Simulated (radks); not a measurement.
Question: I47+, 6 electrons, occupied as [He] 2s2 2p2. Method: Dirac Kohn-Sham, PBE, spin-unpolarised, spherical densities, finite nucleus; open shells fill j = l - 1/2 first; Fermi nuclear charge, rms radius 4.75 fm; computed with a radial shooting solver on a logarithmic mesh with Libxc functionals. Some entries of the table are withheld. Estimate them.

orbital,occ.,eigenvalue (Ry),<r> (bohr)
1s1/2,2,-2730.176,0.02714
2s1/2,2,-638.0663,(1)
2p1/2,2,(2),0.09326
2p3/2,0,(3),0.09837

Answer: 
(1) 2s1/2 <r> (bohr): 0.1116
(2) 2p1/2 eigenvalue (Ry): -624.6464
(3) 2p3/2 eigenvalue (Ry): -599.9418
